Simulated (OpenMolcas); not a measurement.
Which level was it?

SiCNF2: 5 atoms, total charge 0, spin state doublet. As SMILES, `N#C[Si](F)F`. Geometry: relaxed at PBE0-D4/def2-TZVP.

```xyz
5

N     1.4261   -1.1038    1.3643
C     0.7430   -0.5664    0.6075
Si   -0.1928    0.2141   -0.7735
F    -1.6556   -0.3824   -0.7575
F    -0.2709    1.7649   -0.4823
```

A calculation with OpenMolcas 26.06 gave:

The total energy is -582.1671 Eh and the dipole moment is 2.29 D. The HOMO energy is -6.91 eV, the LUMO energy is -4.86 eV and the ⟨S²⟩ is 0.752.

Question: Which of these levels gave the numbers?
A. HF/aug-cc-pVDZ
B. M06-L/aug-cc-pVDZ
C. PBE/aug-cc-pVDZ
D. TPSS/aug-cc-pVDZ

Answer: D. The others give -581.6734 Eh (PBE/aug-cc-pVDZ), -580.2417 Eh (HF/aug-cc-pVDZ), -582.0753 Eh (M06-L/aug-cc-pVDZ).
